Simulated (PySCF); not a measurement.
**Radial density of Ar (argon, neutral)**

PBE, [Ar], closed-shell 1S. Calculation: PySCF 2.14, in aug-cc-pV(D+d)Z (5s4p3d, 32 functions); the non-relativistic Hamiltonian (point nucleus).

```csv
r (bohr),4πr²ρ (e/bohr)
0.00119,0.06498
0.00200,0.1791
0.00336,0.4813
0.00565,1.256
0.00950,3.091
0.0160,6.938
0.0269,13.30
0.0452,19.71
0.0760,19.77
0.128,14.71
0.215,18.34
0.362,19.27
0.609,6.612
1.02,5.313
1.72,4.209
2.90,0.7204
4.87,0.02327
8.19,0.0001811
```
